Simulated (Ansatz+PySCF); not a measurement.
The numbers below are computed, except where a source is named.
## Ansatz (development build ahead of 0.2.0) run

```yaml
crystal:
  periodic: [false, false, false]
  atoms:
    - { symbol: Be, position_ang: [0.0, 0.0, 0.0] }
    - { symbol: Al, position_ang: [0.95906, 1.27874, 2.76856] }
basis:
  gaussian: { orbitals: STO-3G }
magnetization:
  spin_polarized: true
  initial_magnetization: 1
hamiltonian:
  xc: hf
correlation:
  method: ccsd_t
  frozen_orbitals: { Al: 5, Be: 0 }
```

The input is written out in the form of the current development build from the run's settings.

Output:

- Converged: yes
- Reference energy: -253.27491 hartree
- CCSD correlation energy: -0.06901 hartree
- Triples correction: -0.00016 hartree
- Total energy: -253.34408 hartree
- Spin squared of the determinant: 0.843
- Stability test: minimum
- T1 diagnostic: 0.032
- Largest doubles amplitude: 0.12
- Occupied orbitals by symmetry in an Abelian subgroup (alpha; beta): 7 A1 1 B1 1 B2; 6 A1 1 B1 1 B2
